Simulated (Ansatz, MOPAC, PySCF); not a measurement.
Pair of molecules: C2H4 (SMILES C=C) (first 6 atoms) with CHN (SMILES C#N); geometry from B3LYP-D3(BJ)/def2-TZVP, rigid monomers moved along the line of their centres of mass till C1···H9 is 2.40 Å.
(charge 0, multiplicity 1):
```xyz
9

C      0.656     0.011    -0.001
C     -0.667     0.044     0.089
H      1.205    -0.923     0.020
H      1.242     0.916    -0.112
H     -1.217     0.977     0.057
H     -1.254    -0.862     0.188
C      0.230     0.256     3.402
N      0.310     0.332     4.543
H      0.155     0.185     2.335
```

Counterpoise-corrected where a basis set is named; no monomer relaxation. Rows marked so take none.

Rows in 6-31G* carry no dispersion term and start afresh at each structure (6-31G* with six Cartesian d functions). MP2/6-31G* freezes PySCF's default core. The state that PM6 reach isn't checked.

Programs: Ansatz (Gaussian orbitals); MOPAC for PM6 (differences of heats of formation); PySCF for 6-31G* rows, the dispersion terms. Each number belongs to the level named beside it.

```
level                           interaction energy (kcal/mol)
------------------------------  -----------------------------
PM6                                                     -0.71
HF/6-31G*                                               -0.22
HF/6-31G* (no counterpoise)                             -0.95
BP86/6-31G* (no counterpoise)                           -1.94
r2SCAN-D4/def2-TZVPPD                                   -1.92
B3LYP/6-31G* (no counterpoise)                          -2.18
B3LYP-D3(BJ)/def2-TZVPPD                                -2.23
PBE0-D4/def2-TZVPPD                                       [?]
MP2/6-31G* (no counterpoise)                              [?]
```

Task: What belongs in the gaps?

Result: 
- PBE0-D4/def2-TZVPPD, interaction energy (kcal/mol): -2.35
- MP2/6-31G* (no counterpoise), interaction energy (kcal/mol): -2.58

Ansatz is a first-principles code.
